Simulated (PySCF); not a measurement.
N-methylmethanimine cation (C₂H₅N), SMILES C=NC (connectivity only; charge and spin as stated), charge +1, multiplicity 2.

Geometry optimised at PBE0-D3(BJ)/def2-TZVP. The spin state was assumed, not searched.

The numbers are results of TDA-LC-ωPBE/def2-SVPD in PySCF, not measurements.

Vertical excitations. Isolated molecule, no solvent.

Computed lowest excited states:
```csv
state,energy (eV),λ (nm),f,main pairs
root 1,3.48,356,0.001,β HOMO→LUMO 91 %
root 2,5.15,241,0.001,α HOMO→LUMO 93 %
root 3,5.52,225,0.000,"α HOMO−1→LUMO 39 %, α HOMO−3→LUMO 8 %, β HOMO→LUMO+1 44 %"
root 4,6.46,192,0.094,β HOMO−1→LUMO 94 %
root 5,7.33,169,0.001,β HOMO−2→LUMO 92 %
root 6,8.01,155,0.080,"α HOMO−1→LUMO 9 %, β HOMO−3→LUMO 71 %"
root 7,8.33,149,0.001,β HOMO−4→LUMO 86 %
root 8,8.98,138,0.000,"α HOMO−2→LUMO 10 %, β HOMO−1→LUMO+1 64 %, β HOMO−3→LUMO+1 19 %"
root 9,9.77,127,0.001,"α HOMO−2→LUMO 70 %, α HOMO−5→LUMO 11 %, β HOMO−1→LUMO+1 15 %"
root 10,9.81,126,0.592,"α HOMO−1→LUMO 32 %, α HOMO→LUMO+1 9 %, β HOMO→LUMO+1 30 %, β HOMO−3→LUMO 11 %, β HOMO−4→LUMO 5 %"
```
Unrestricted roots are not spin-pure.
